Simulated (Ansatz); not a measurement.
`B[CH]([InH2])I`, relaxed with RKS PBE0-D4/def2-TZVP in the Gaussian-basis code of Ansatz from a GFN2-xTB geometry. The force threshold is 0.005 eV/Å; the program also tests the step.

The species carries charge 0 and has multiplicity 1. In, I takes the def2 core potential.

Start:

```xyz
9

B     0.735    0.337    1.305
C     0.679    0.457   -0.245
In   -0.652   -0.982   -1.282
I    -1.187    1.535    0.377
H     1.398    1.072    1.934
H     0.271   -0.622    1.812
H     1.269    1.217   -0.757
H    -1.585   -0.528   -2.651
H    -0.927   -2.485   -0.494
```

| step | energy (eV) | largest force (eV/Å) | largest move (Å) |
| --- | --- | --- | --- |
| 1 | -15067.0907 | 0.593 | 0.000 |
| 2 | -15067.1735 | 0.583 | 0.191 |
| 3 | -15067.2145 | 0.233 | 0.067 |
| 4 | -15067.2263 | 0.103 | 0.067 |
| 5 | -15067.2396 | 0.099 | 0.200 |
| 6 | -15067.2427 | 0.097 | 0.084 |
| 7 | -15067.2455 | 0.051 | 0.043 |
| 8 | -15067.2458 | 0.015 | 0.016 |
| 9 | -15067.2459 | 0.004 | 0.007 |
| 10 | -15067.2459 | 0.006 | 0.008 |
| 11 | -15067.2459 | 0.004 | 0.001 |

End:

```xyz
9

B     0.838    0.308    1.285
C     0.462    0.463   -0.211
In   -0.710   -0.997   -1.311
I    -1.269    1.533    0.684
H     1.593    1.086    1.799
H     0.428   -0.631    1.904
H     0.956    1.250   -0.780
H    -1.058   -0.654   -2.959
H    -1.241   -2.357   -0.410
```

It took 38 s on 4 threads of an AMD EPYC 7B13 on a shared host, with 0.59 GiB of host memory at the peak.
